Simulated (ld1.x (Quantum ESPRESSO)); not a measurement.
# Logarithmic derivatives: Bi (Z = 83), TM

* Element: Bi
* Generator: ld1.x (Quantum ESPRESSO) 7.5
* Type: norm-conserving Troullier–Martins (Kleinman–Bylander form)
* Functional: PBEsol
* Relativity: fully relativistic
* Frozen core: [Xe]
* Valence charge: 29
* Reference configuration: 4f14 5d10 6s2 6p3
* Partial waves: 6p (bound): rc 2.15 bohr; 5d (bound): rc 1.50 bohr; 4f (bound): rc 0.75 bohr; 6s (bound): rc 1.90 bohr
* Local potential: the s channel
* Core correction: none

Open shells are filled in proportion to 2j + 1 (rel_dist='average').

The phase is arctan(r·u′/u) with u = r·R(r), unwrapped; energies in Ry, scanned from -13 to 5 Ry. A pole is an energy at which the radial function vanishes at the test radius. The pseudo phase is shifted by a multiple of π to meet the all-electron one at the reference energy, and phase errors are pseudo minus all-electron; the curves can meet again beyond the range given. Levels narrower than the energy grid can be missing from the lists of poles. n/a: not evaluated, since a narrow level or a reset projector energy made the automatic matching unsafe.

```tsv
channel	radius (bohr)	reference energy (Ry)	poles, all-electron	poles, pseudo	unbroken range about the reference energy with phases within 0.05 rad	phase error 1 Ry above the reference energy (rad)
s	2.34	-1.06	0.96	0.90	n/a	n/a
p1/2	2.34	-0.44	-8.35, 2.44	2.30	-8.3 to 4.6	-0.005
p3/2	2.34	-0.30	-6.51, 3.41	2.91	-6.3 to 3.6	-0.018
d3/2	2.34	-2.11	-1.89	-1.89	below 0.6	+0.007
d5/2	2.34	-1.89	-1.63	-1.63	below 0.8	+0.007
f5/2	2.34	-11.40	3.31	none	below -0.2	+0.000
f7/2	2.34	-10.99	3.35	none	below -0.2	+0.000
```

A Bessel basis up to 400 Ry misses an occupied level by 1.19 Ry, so cutoffs and ghosts were not judged.

Phases in the d3/2 channel:

| E (Ry) | all-electron | pseudo |
| --- | --- | --- |
| -13.00 | 1.450 | 1.450 |
| -12.04 | 1.446 | 1.446 |
| -11.08 | 1.440 | 1.440 |
| -10.12 | 1.433 | 1.434 |
| -9.16 | 1.426 | 1.426 |
| -8.20 | 1.417 | 1.417 |
| -7.24 | 1.406 | 1.407 |
| -6.28 | 1.392 | 1.393 |
| -5.32 | 1.373 | 1.374 |
| -4.36 | 1.345 | 1.346 |
| -3.40 | 1.289 | 1.291 |
| -2.44 | 0.852 | 0.861 |
| -1.48 | -1.717 | -1.712 |
| -0.52 | -1.844 | -1.831 |
| 0.44 | -1.987 | -1.950 |
| 1.40 | -2.346 | -2.190 |
| 2.36 | -3.579 | -2.965 |
| 3.32 | -4.336 | -4.065 |
| 4.28 | -4.547 | -4.422 |
